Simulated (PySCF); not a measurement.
Compound: C8H4S.
SMILES: `C(#CC#C)c1cccs1`

Computed, not measured: PySCF 2.14.0, PBE0-D3(BJ)/def2-SVP geometry optimisation, gas phase.

Take the most abundant isotopes and a rigid rotor. 

Q: Give the principal moments of inertia and the rotational constants in MHz.

A: Ia = 93.90, Ib = 818.42, Ic = 912.32 u·Å²; 505379 MHz·u·Å²/I gives A = 5382, B = 617.5, C = 553.9 MHz.

Q: What kind of rotor is it?

A: A near-prolate asymmetric top. Ray's parameter κ = (2B − A − C)/(A − C) = -0.974; −1 is the prolate and +1 the oblate limit.

Q: What does the inertial defect say?

A: Planar: Δ = Ic − Ia − Ib = 0.00 u·Å². For a rigid frame Δ = −2 Σ m c², so it vanishes when all atoms lie in the ab plane; here none is more than 0.01 Å from it.

Q: List the rotational levels J(Ka,Kc) to J = 4 (MHz).

A: Above 0(0,0):
J = 1: 1(0,1) 1171, 1(1,1) 5936, 1(1,0) 6000
J = 2: 2(0,2) 3514, 2(1,2) 8216, 2(1,1) 8406, 2(2,1) 22701, 2(2,0) 22701
J = 3: 3(0,3) 7026, 3(1,3) 11634, 3(1,2) 12016, 3(2,2) 26215, 3(2,1) 26218, 3(3,1) 50198, 3(3,0) 50198
J = 4: 4(0,4) 11705, 4(1,4) 16192, 4(1,3) 16827, 4(2,3) 30900, 4(2,2) 30910, 4(3,2) 54885, 4(3,1) 54885, 4(4,1) 88460, 4(4,0) 88460

Q: Which lines would a microwave search look for?

A: The dipole components are |μa| = 1.26 D, |μb| = 0.45 D, |μc| = 0.00 D; the mirror of this Cs structure is the ab plane, so μc vanishes by symmetry and there are no c-type lines. Intensities carry the squares of the components, which stand as 1.00 : 0.12 (a : b). Some lines, for components of 0.1 D or more:

```tsv
type	branch	J(Ka,Kc)	MHz	lower level (cm⁻¹)
a	R	3(1,3) ← 2(1,2)	3419	0.274
a	R	4(1,4) ← 3(1,3)	4557	0.388
a	R	4(0,4) ← 3(0,3)	4679	0.234
a	R	4(3,2) ← 3(3,1)	4687	1.674
a	R	4(3,1) ← 3(3,0)	4687	1.674
b	Q	2(1,1) ← 2(0,2)	4893	0.117
b	Q	3(2,1) ← 3(1,2)	14203	0.401
b	R	2(2,1) ← 1(1,0)	16701	0.200
b	R	3(2,2) ← 2(1,1)	17809	0.280
b	R	3(2,1) ← 2(1,2)	18002	0.274
b	Q	3(3,0) ← 3(2,1)	23980	0.875
b	Q	3(3,1) ← 3(2,2)	23983	0.874
b	Q	4(3,2) ← 4(2,3)	23985	1.031
b	R	3(3,0) ← 2(2,1)	27497	0.757
b	R	4(4,0) ← 3(3,1)	38262	1.674
```

Q: Estimate the classical rotational partition function at 25 K, 200 K and 298.15 K.

A: Point group Cs, symmetry number σ = 1; q = (√π/σ)·√((kT/h)³/(ABC)), k/h = 20836.6 MHz/K: 15500 at 25 K, 351000 at 200 K, 640000 at 298.15 K.

No frequency check. Zero-point vibration and centrifugal distortion are left out.

On one thread of an Arm Neoverse V1, no GPU (shared host), this took 48 s wall and 0.72 GiB of memory at its peak. This is the geometry optimisation.
